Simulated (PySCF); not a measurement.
Computed IR spectrum (relative IR intensity) of a molecule C5H4O2. Geometry optimised at PBE0-D3(BJ)/def2-SVP. One conformer was computed; it need not be the lowest. All values below come from PySCF with PBE0-D3(BJ)/def2-SVP. Frequencies are harmonic and unscaled.

```
ν (cm⁻¹)  relative intensity
--------  ------------------
135                      2.5
672                      2.1
917                      9.0
1006                     5.7
1050                      22
1172                     100
1497                     6.6
1964                      85
3081                     3.4
```

Problem. Pick the molecule that these values belong to.
(A) O=C1C=CC(=O)C1
(B) C#CC1OC(=C)O1
(C) C#CC=C1OCO1
(D) C=C=C1OCC1=O

Solution. D, C=C=C1OCC1=O
